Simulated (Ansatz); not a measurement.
C$_{2}$H$_{5}$BOSe (`OB1CC[Se]1`), relaxed with RKS PBE0-D4/def2-TZVP in Ansatz 0.2.0 from a PBE-D4/def2-SVP geometry. The force threshold is 0.005 eV/Å; the program also tests the step.

Total charge 0; spin multiplicity 1.

Start:

```xyz
10

O    -0.462   -1.984   -1.101
B     0.018   -0.848   -0.535
C    -0.719    0.228    0.358
C     0.519    1.136    0.554
Se    1.797    0.015   -0.530
H     0.205   -2.478   -1.610
H    -1.560    0.742   -0.155
H    -1.122   -0.173    1.312
H     0.884    1.217    1.596
H     0.439    2.146    0.110
```

By how much does the energy fall, and how many steps does the optimiser take? (An estimate is asked.)

Computed: 3.71 kJ/mol, in 5 steps.

Which bonds change most? (Estimate.)

Ansatz gave: C4–Se5 from 2.016 to 1.990 Å; C4–H9 from 1.106 to 1.088 Å; C4–H10 from 1.106 to 1.088 Å; C3–H8 from 1.111 to 1.094 Å.

Give the relaxed structure. (Estimate.)

Ansatz gave: 
```xyz
10

O    -0.453   -1.973   -1.097
B     0.016   -0.845   -0.533
C    -0.712    0.228    0.355
C     0.519    1.131    0.551
Se    1.777    0.022   -0.519
H     0.197   -2.468   -1.601
H    -1.538    0.739   -0.148
H    -1.106   -0.164    1.298
H     0.870    1.208    1.578
H     0.431    2.123    0.114
```
